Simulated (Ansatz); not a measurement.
C3H6O, SMILES `C=C(C)O` (C–C–O–H torsion 0°) (charge 0, multiplicity 1).

Z-matrix (Å, degrees):
```
C
C 1 1.3321
O 1 1.3682 2 123.81
H 3 0.9648 1 109.36 2 0.00
H 2 1.0790 1 120.62 3 -180.00
H 2 1.0835 5 117.54 1 -180.00
C 1 1.4920 2 125.42 5 0.00
H 7 1.0878 1 110.94 2 0.00
H 7 1.0925 8 109.07 1 -121.56
H 7 1.0925 8 109.07 9 -116.88
```
Charge 0, multiplicity 1.

Frozen-core energies in 6-31g from Ansatz (an electronic-structure program) at a geometry from B3LYP-D3(BJ)/def2-TZVP; the HF reference has <S^2> = 0.00 and the T1 diagnostic is 0.011.

```csv
level,energy (Ha)
HF,-191.85512
MP2,-192.24437
CCSD,-192.28045
CCSD(T),-192.29106
```

**Question.** Estimate the energies of CCSDT and CCSDT(Q), and give each level's difference from CCSDT(Q).

**Answer.** 
```tsv
level	energy (Ha)	difference from CCSDT(Q) (mHa)
MP2	-192.24437	48.40
CCSD	-192.28045	12.31
CCSD(T)	-192.29106	1.70
CCSDT	-192.29166	1.10
CCSDT(Q)	-192.29276	0.00
```
